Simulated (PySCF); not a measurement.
Job for PySCF: R-B3LYP/6-31G* on GaH4N (SMILES [NH2][GaH2]), a point of a torsion scan.

```python
from pyscf import gto, scf, dft, mp
from pyscf.data.elements import chemcore

mol = gto.M(
    atom='''
    N    -0.96613097   -0.00530655   -0.09525411
    Ga    0.83846938    0.06585368   -0.01888197
    H    -1.58507502    0.75517268    0.16307353
    H    -1.50458672   -0.86511932   -0.07997879
    H     1.66467278   -1.21933281    0.24665588
    H     1.53700798    1.43370991   -0.21790501
    ''',
    basis='6-31g*',
    cart=True,
    charge=0, spin=0, verbose=3, max_memory=1800)
mf = dft.RKS(mol, xc='b3lyp')
mf.conv_tol = 1e-8
mf.max_cycle = 100
mf.kernel()
if not mf.converged:
    mf = mf.newton().run(mf.mo_coeff, mf.mo_occ)
```

Output:

```
converged SCF energy = -1981.78091126496
```

The run converged.

Cost: roughly 8 core-seconds.
